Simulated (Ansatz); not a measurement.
`C[N](C)[Al]([Cl])[Cl]` + H₂ → `C[N](C)[AlH][Cl]` + HCl at 400 K and 1 bar (hydrogenolysis of the Al–Cl bond).

Calculated with Ansatz (gas phase, PBE0-D4/def2-TZVP geometries, no zero-point term in ΔE). CCSD(T)/CBS adds triple-zeta CCSD(T) − MP2 to the extrapolated MP2 energy (def2 sets, frozen cores). This one scheme is used for every species. One conformer a species, not always the lowest.

```json
{"species": "`C[N](C)[Al]([Cl])[Cl]`", "CCSD(T)/CBS energy (Eh)": "-1296.16308", "H − E (kJ/mol)": "264.5", "S (J/(mol·K))": "421.7"}
{"species": "H₂", "CCSD(T)/CBS energy (Eh)": "-1.17544", "H − E (kJ/mol)": "38.0", "S (J/(mol·K))": "139.0"}
{"species": "`C[N](C)[AlH][Cl]`", "CCSD(T)/CBS energy (Eh)": "-836.90351", "H − E (kJ/mol)": "273.6", "S (J/(mol·K))": "390.2"}
{"species": "HCl", "CCSD(T)/CBS energy (Eh)": "-460.38127", "H − E (kJ/mol)": "29.6", "S (J/(mol·K))": "195.4"}
```

H − E and S are ideal-gas, rigid-rotor, harmonic terms from PBE0-D4/def2-TZVP, for one conformer and one mirror image of each species. For small species the MP2-based limit differs from directly extrapolated CCSD(T) by up to some mEh (0.8 for H₂); such offsets cancel only in part. 1 Eh = 2625.50 kJ/mol, R = 8.31446 J/(mol·K).

Question: By hand: ΔE, ΔH, ΔS and ΔG.

Answer: ΔE = (-836.90351) + (-460.38127) − (-1296.16308) − (-1.17544) = 0.05374 Eh = 141.1 kJ/mol. Δ(H − E) = 273.6 + 29.6 − 264.5 − 38.0 = 0.7, so ΔH = 141.8 kJ/mol. ΔS = 390.2 + 195.4 − 421.7 − 139.0 = 24.9 J/(mol·K). ΔG = 141.8 − 400 × (24.9)/1000 = 131.8 kJ/mol.

Question: By hand: the equilibrium constant, and the temperature at which ΔG would vanish if ΔH and ΔS stayed fixed.

Answer: log₁₀ K = −ΔG/(RT ln 10) = -17.2. ΔG = 0 at ΔH/ΔS = 5695 K, far beyond where these terms or the molecules hold.

ΔH outweighs TΔS. A doubt of 5 kJ/mol in ΔE shifts log₁₀ K by 0.7 here. Other conformers and mirror images would add mixing entropy, several J/(mol·K) or more a flexible species. These are equilibria of isolated gas molecules and say nothing of rates. Largest T1 diagnostic: 0.011 (customary marks: 0.02 for closed shells, 0.045 for open ones).
